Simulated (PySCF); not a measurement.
**Se²⁺: ionisation energy**

Se²⁺ [Ar] 3d10 4s2 4p2 (3P) → Se³⁺ [Ar] 3d10 4s2 4p1 (2P), as a difference of total energies. All numbers are calculated (PySCF 2.14, the spin-free X2C one-electron Hamiltonian (Gaussian nucleus), in x2c-TZVPPall with one added diffuse shell each of s, p, d type (7s6p5d1f, 57 functions)). Correlated levels: valence and next inner shell: [Ne] frozen. The calculations carry no spin-orbit coupling.

| method | ionisation energy (eV) | plus first-order spin-orbit estimate | error of that sum (eV) |
| --- | --- | --- | --- |
| UHF | 30.991 | 30.950 | -0.747 |
| MP2 (valence and next inner shell) | 31.478 | 31.438 | -0.259 |
| SCS-MP2 (valence and next inner shell) | 31.370 | 31.329 | -0.368 |
| CCSD (valence and next inner shell) | 31.474 | 31.434 | -0.263 |
| CCSD(T) (valence and next inner shell) | 31.502 | 31.461 | -0.236 |

Reference: 31.697 ± 0.019 eV (measured; NIST Atomic Spectra Database, ionization energies).

A first-order spin-orbit estimate (lowest level to lowest level, LS coupling) adds -0.041 eV.

Errors of the correlated levels include the incompleteness of this basis and the frozen core.
